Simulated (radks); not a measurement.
Values are calculated unless marked as measured or tabulated.
Question: Ionisation of Co+, [Ar] 3d8, to Co2+, [Ar] 3d7, under several functionals. Scalar-relativistic Kohn-Sham, spin-polarised, spherical densities, finite nucleus; open shells are filled with parallel spins first; a radial shooting solver on a logarithmic mesh with Libxc functionals. The NIST Atomic Spectra Database gives 17.084 eV (measured). Rank these functionals by the error of their Delta-SCF ionisation energy: SOGGA; BLYP; BP86; PW91; r2SCAN; XLYP; PBEsol; SCAN.

Answer: From best to worst: r2SCAN 17.470 eV (+0.386); SCAN 17.479 eV (+0.394); SOGGA 17.810 eV (+0.725); PBEsol 17.950 eV (+0.866); BLYP 18.047 eV (+0.962); PW91 18.076 eV (+0.991); XLYP 18.096 eV (+1.012); BP86 18.113 eV (+1.029). Open shells are spherical and high-spin; term and fine-structure splittings are not resolved.
